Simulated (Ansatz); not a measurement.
C$_{2}$H$_{6}$AlF, charge -1, doublet, at a GFN2-xTB geometry (such geometries of metal compounds can be far from the true shape) (a state made from the parent by changing its charge; the spin is typed, not shown lowest) (a gas-phase anion, which may not be bound at this level); B3LYP/STO-3G in Ansatz (a quantum-chemistry and plane-wave program).

Ansatz was given this input:
Ansatz 0.2 input:
```yaml
crystal:
  periodic: [false, false, false]
  atoms:
    - {symbol: Al, position_ang: [-0.26743447, -0.38986576, -0.34817249]}
    - {symbol: C, position_ang: [1.80861426, -0.08224615, -0.55462333]}
    - {symbol: H, position_ang: [2.38561298, -0.95346930, -0.21363024]}
    - {symbol: H, position_ang: [2.22508040, 0.78088337, -0.01524576]}
    - {symbol: H, position_ang: [2.09037588, 0.06333279, -1.60829854]}
    - {symbol: C, position_ang: [-0.57458685, -0.49181827, 1.73572816]}
    - {symbol: H, position_ang: [-1.64201132, -0.60327691, 1.97885445]}
    - {symbol: H, position_ang: [-0.22780708, 0.37419314, 2.31804546]}
    - {symbol: H, position_ang: [-0.07905531, -1.36697989, 2.17918314]}
    - {symbol: F, position_ang: [-0.96441243, 1.13532868, -0.79992168]}
basis:
  gaussian:
    orbitals: STO-3G
hamiltonian:
  xc: b3lyp
total_charge: -1
magnetization: {spin_polarized: true, initial_magnetization: 1}
accuracy: high
```

Problem. Write the output that Ansatz gives for this input, abridged.

Solution. 
```
Functional definition: B3LYP
616 factors; integrals over basis functions are off by at most 3.4e-9 eV
mean field evaluation 1: about -11336.9165 eV, gradient 7.7e0 eV
mean field evaluation 2: about -11337.0990 eV, gradient 6.3e0 eV
mean field evaluation 4: about -11337.3766 eV, gradient 3.2e-1 eV
mean field evaluation 8: about -11337.3196 eV, gradient 3.1e-3 eV
mean field evaluation 16: about -11337.3196 eV, gradient 5.9e-7 eV
mean field -11337.31958727 eV, -416.6388101208 hartree, gradient 6.4e-8 eV, S^2 0.750760; 0 other end points of the search recorded, 0 dependent functions left out
reference -11337.31962090 eV, -416.6388113567 hartree; 21, 20 occupied and 9, 10 virtual orbitals, 616 factors
Total energy: -11337.31962090 eV, -416.6388113567 hartree
```
